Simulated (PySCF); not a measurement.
As2, SMILES [As]#[As]. Geometry: PBE-D3(BJ)/def2-TZVP.

TDDFT-ωB97X/def2-TZVPD (PySCF 2.14.0) puts the lowest singlet excitations at 2.50, 3.01, 3.01, 3.60, 3.60, 5.32 eV.

**Question.** What are the lowest excitation roots from ADC(2)/aug-cc-pVDZ run with PySCF? (The exact figures need the calculation; the answer reports its results.)

**Answer.** 3.61, 3.92, 3.92, 4.12, 4.12, 5.90 eV. S1 differs by 1.11 eV (second minus first; roots are paired by order, and the bases may differ).
